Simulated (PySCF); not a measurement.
B(CCH)(Cl)(F) (C2HBClF), SMILES ClB(C#C)F. Heavy atoms are numbered as in [B:1]([C:2]#[CH:3])([Cl:5])[F:6]. Hydrogens are named by the atom that carries them.

The structure is a stationary point at PBE-D3(BJ)/def2-SVP.

The numbers are results of HF/pcSseg-1 run with PySCF, not measurements.

GIAO shieldings, no solvent; atoms alike by connectivity are averaged. δ = σ(ref) − σ: ¹¹B against BF3 (σ = 102.7 ppm); ¹³C against TMS (σ = 192.6 ppm); ¹H against TMS (σ = 31.99 ppm); ³⁵Cl against HCl (σ = 958.2 ppm); ¹⁹F against CFCl3 (σ = 238.5 ppm), references at their B3LYP-D3(BJ)/def2-TZVP geometries, non-relativistic (without spin–orbit terms, shifts of atoms bonded to Cl or Br come out too high).

Computed chemical shifts:
```csv
nucleus,atoms,count,δ (ppm)
¹¹B,B1,1,19.8
¹³C,C3 (CH),1,117.6
¹³C,C2,1,80.5
¹H,H on C3,1,4.35
³⁵Cl,Cl5,1,135.2
¹⁹F,F6,1,-16.6
```
